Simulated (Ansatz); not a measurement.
Ag₂Cl₂⁺. Total charge 1; doublet. Geometry r2SCAN-D4/def2-SVP.

Cartesian coordinates in Å:
```
Ag -2.927 -0.697 -0.812
Ag 0.986 0.218 0.284
Cl -1.026 0.798 -0.809
Cl 2.968 -0.318 1.337
```

In the def2 sets Ag takes a core potential; there is no spin–orbit coupling. At PBE-D4/def2-TZVP, BLYP-D4/def2-TZVP the gap within one spin of the charge 1 doublet nearly closes, so an electron or hole may be smeared out by delocalisation error. No other spin state of charge 1 was run. Another isomer (doublet) lies 0.32 eV lower at PBE0-D4/def2-TZVP; other spin states weren't run for this one.

Question: Estimate the α-spin orbital energies around the gap (eV) in Ansatz with PBE-D4/def2-TZVP, BLYP-D4/def2-TZVP, r2SCAN-D4/def2-TZVP, PBE0-D4/def2-TZVP, ωB97M-V/def2-TZVP.

Answer: 
| orbital | PBE-D4/def2-TZVP | BLYP-D4/def2-TZVP | r2SCAN-D4/def2-TZVP | PBE0-D4/def2-TZVP | ωB97M-V/def2-TZVP |
| --- | --- | --- | --- | --- | --- |
| HOMO−9 | -13.47 | -13.36 | -13.68 | -15.11 | -17.50 |
| HOMO−8 | -13.47 | -13.36 | -13.68 | -15.11 | -17.50 |
| HOMO−7 | -13.37 | -13.25 | -13.65 | -15.05 | -17.45 |
| HOMO−6 | -13.37 | -13.25 | -13.65 | -15.04 | -17.45 |
| HOMO−5 | -13.08 | -12.92 | -13.54 | -15.00 | -17.34 |
| HOMO−4 | -13.01 | -12.87 | -13.22 | -14.38 | -16.73 |
| HOMO−3 | -12.53 | -12.41 | -12.77 | -14.14 | -16.68 |
| HOMO−2 | -12.29 | -12.16 | -12.46 | -13.23 | -15.33 |
| HOMO−1 | -11.97 | -11.88 | -12.21 | -13.21 | -15.20 |
| HOMO | -11.91 | -11.78 | -12.14 | -13.15 | -15.12 |
| LUMO | -8.87 | -8.94 | -8.43 | -7.52 | -5.47 |
| LUMO+1 | -6.44 | -6.43 | -6.10 | -5.35 | -3.46 |
| LUMO+2 | -5.07 | -5.12 | -4.61 | -4.14 | -2.91 |
| LUMO+3 | -4.86 | -4.94 | -4.34 | -3.88 | -2.68 |
| LUMO+4 | -4.39 | -4.41 | -3.98 | -3.59 | -2.33 |
| LUMO+5 | -4.11 | -4.15 | -3.66 | -3.26 | -2.03 |
| β HOMO | -11.72 | -11.60 | -12.01 | -13.06 | -15.07 |
| β LUMO | -11.58 | -11.47 | -11.54 | -10.91 | -8.94 |
